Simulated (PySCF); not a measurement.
SMILES [SiH3][O][Zn][CH3] (CH₆OSiZn) (CAM-B3LYP/def2-SVP optimised geometry):

```
10

Zn    -0.489     0.743     0.008
C     -1.194     2.526     0.013
H     -1.139     2.972    -0.991
H     -0.630     3.170     0.703
H     -2.248     2.531     0.329
O      0.154    -0.892     0.000
Si     0.753    -2.402     0.000
H      2.248    -2.402     0.000
H      0.309    -3.170    -1.204
H      0.309    -3.170     1.204
```

Level of theory: CAM-B3LYP/def2-TZVP (PySCF).

**Question.** What are the frontier orbital energies and the dipole moment?

**Answer.** HOMO-2 -10.10 eV, HOMO-1 -9.48 eV, HOMO -9.48 eV, LUMO 0.32 eV, LUMO+1 0.87 eV; dipole moment 2.41 D.

On the same geometry PBE/def2-TZVP run with PySCF gives HOMO-2 -7.59 eV, HOMO-1 -6.63 eV, HOMO -6.63 eV, LUMO -1.34 eV, LUMO+1 -0.59 eV; dipole moment 2.52 D.

Meta-Löwdin charges at CAM-B3LYP/def2-TZVP: Zn1 1.19, C2 -0.80, H3 0.12, H4 0.12, H5 0.12, O6 -1.11, Si7 0.78, H8 -0.14, H9 -0.14, H10 -0.14.
